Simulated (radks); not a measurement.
Results of a calculation; reference values are marked as such.
Species: Kr III. Configuration: [Ar] 3d10 4s2 4p4 (the NIST ground configuration). Level of theory: scalar-relativistic Kohn-Sham, PBEsol, spin-unpolarised, spherical densities, point nucleus (a radial shooting solver on a logarithmic mesh with Libxc functionals). Some entries of the table are withheld. Estimate them.

orbital,occ.,eigenvalue (eV),<r> (bohr),<1/r> (bohr^-1)
1s,2,(1),0.04151,36.75
2s,2,(2),0.1836,(3)
2p,6,-1673.480,0.1602,7.982
3s,2,-288.9825,0.5306,2.699
3p,6,-220.4111,(4),2.547
3d,10,-106.8232,0.5548,2.274
4s,2,-46.0857,1.501,0.8886
4p,4,-30.9863,1.736,0.7583

Answer. 
(1) 1s eigenvalue (eV): -14174.17
(2) 2s eigenvalue (eV): -1888.854
(3) 2s <1/r> (bohr^-1): 8.159
(4) 3p <r> (bohr): 0.5406
